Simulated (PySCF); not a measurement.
Precursor series Y F-OH. Isolated molecules, 0 K electronic values unless said otherwise. One relaxed conformer stands for each flexible species; it need not be the lowest.

Level of theory: PBE-D3(BJ)/def2-TZVP // TPSS-D3(BJ)/def2-SVP (PySCF). 

| species | HOMO (eV) | charge on the central atom (Mulliken) (e) | coordination number | LUMO (eV) |
|---|---|---|---|---|
| 0 of 3 F replaced by OH ([Y(F)3]) | -8.56 | 1.44 | 3 | -3.16 |
| 1 of 3 F replaced by OH | -7.06 | 1.41 | 3 | -2.78 |
| 2 of 3 F replaced by OH ([Y(F)(OH)2]) | -6.70 | (withheld) | 3 | (withheld) |
| 3 of 3 F replaced by OH ([Y(OH)3]) | -6.20 | 1.36 | (withheld) | (withheld) |

**Question.** Some entries are withheld; supply them.

**Answer.** 
- 2 of 3 F replaced by OH ([Y(F)(OH)2]), charge on the central atom (Mulliken) (e): 1.39
- 2 of 3 F replaced by OH ([Y(F)(OH)2]), LUMO (eV): -2.43
- 3 of 3 F replaced by OH ([Y(OH)3]), coordination number: 3
- 3 of 3 F replaced by OH ([Y(OH)3]), LUMO (eV): -2.10
